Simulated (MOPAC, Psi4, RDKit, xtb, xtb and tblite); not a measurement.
Two geometries of SMILES CO[SiH2]C[SiH3] (C2H10OSi2), relaxed at GFN2-xTB with one dihedral held; other torsions can differ between them too.

Structure A

```
15

C     -2.5861     0.3242    -0.1353
O     -1.2100     0.1086    -0.1781
Si    -0.3665    -1.2162     0.2326
C     -0.8492    -2.7519    -0.7826
Si    -0.9184    -2.4851    -2.6612
H     -2.7807     1.3374    -0.4906
H     -2.9653     0.2249     0.8852
H     -3.1146    -0.3870    -0.7759
H     -0.5538    -1.5356     1.6570
H      0.9673    -0.7208    -0.0713
H     -0.1388    -3.5496    -0.5669
H     -1.8199    -3.1221    -0.4461
H      0.3865    -2.0545    -3.1636
H     -1.9364    -1.4867    -3.0036
H     -1.2922    -3.7487    -3.3100
```

Structure B

```
15

C     -2.7346     0.2177    -0.5722
O     -1.3670    -0.0431    -0.5741
Si    -0.3867    -0.9061     0.3855
C     -1.2898    -1.7506     1.8316
Si    -2.4807    -3.1536     1.3673
H     -3.1862     0.0110     0.4003
H     -3.2295    -0.3989    -1.3277
H     -2.8875     1.2710    -0.8196
H      0.5875     0.0611     0.8990
H      0.2365    -1.9060    -0.4815
H     -0.5428    -2.1516     2.5162
H     -1.8352    -0.9950     2.4006
H     -1.7642    -4.2072     0.6468
H     -3.5808    -2.6576     0.5330
H     -3.0612    -3.7173     2.5922
```

**Question.** Which is lower in energy at the level PBE0-D3(BJ)/def2-TZVP // GFN2-xTB (Psi4), and by how much?

**Answer.** A is lower, by 4.95 kJ/mol (dihedral C1–O2–Si3–C4: 60° in A, 0° in B).

E(B) − E(A) in kJ/mol at the other levels, on the same two geometries: GFN2-xTB (xtb and tblite) 5.41; MMFF94 // GFN2-xTB (RDKit) 12.79; PBE0/def2-TZVP // GFN2-xTB (Psi4) 5.43; PBE/def2-TZVP // GFN2-xTB (Psi4) 6.10; PBE-D3(BJ)/def2-TZVP // GFN2-xTB (Psi4) 5.57; UFF // GFN2-xTB (RDKit) 28.12; PM6, restricted, heats of formation // GFN2-xTB (MOPAC) -5.69; AM1, restricted, heats of formation // GFN2-xTB (MOPAC) 4.66; GFN1-xTB // GFN2-xTB (xtb) -7.05.
